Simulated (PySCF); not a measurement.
C2H7FSi, SMILES C(C)[SiH2]F at its GFN2-xTB optimised geometry (Å):

```
11

C      1.7471    -0.7345     0.0000
C      0.2214    -0.7345     0.0000
Si    -0.5304     1.0060     0.0000
F     -2.1350     0.8309    -0.0069
H      2.1324    -0.2171     0.8758
H      2.1350    -1.7517     0.0092
H      2.1324    -0.2326    -0.8846
H     -0.1327    -1.2882    -0.8730
H     -0.1329    -1.2873     0.8735
H     -0.2455     1.7446     1.2226
H     -0.2354     1.7517    -1.2157
```

Calculation: PBE/def2-TZVP (PySCF). Cells within 0.4 Å of a nucleus heavier than hydrogen are left out (blank, or x).

Map of the Laplacian of the electron density (e/bohr⁵), clipped to [-1.50, 1.50] on the plane z = 0.0 Å:

```
|5555555555555555555555555555555|
|5555555555555555555555555555555|
|5555555555555555555555555555555|
|5555555555555555555555555555555|
|5555555555555555555555555555555|
|5555555555555555555555555555555|
|5555555555555555555555555555555|
|5555555555555555555555555555555|
|5555555555555555555555555555555|
|5555555555555555555555555555555|
|5555556787559996555555555555555|
|55555586x6679xx9555555555555555|
|5555569xxx67xxx9555555555555555|
|5555558xx1759997555555555555555|
|5555556888655654455555555555555|
|5555555665555443455555555555555|
|5555555555555542445556455555555|
|555555555555554xx732xxx55555555|
|555555555555555xx633xxx55555555|
|5555555555555554555541255555555|
|5555555555555555555553045555555|
|5555555555555555555554035555555|
|5555555555555555555555555555555|
|5555555555555555555555555555555|
|5555555555555555555555555555555|
|5555555555555555555555555555555|
|5555555555555555555555555555555|
|5555555555555555555555555555555|
|5555555555555555555555555555555|
|5555555555555555555555555555555|
|5555555555555555555555555555555|
```
Scale: ten equal steps from -1.50 (start of '0') to 1.50 (end of '9'), in the order '0123456789'; x runs from -4.50 to 4.50, y from -4.50 (bottom) to 4.50 (top).
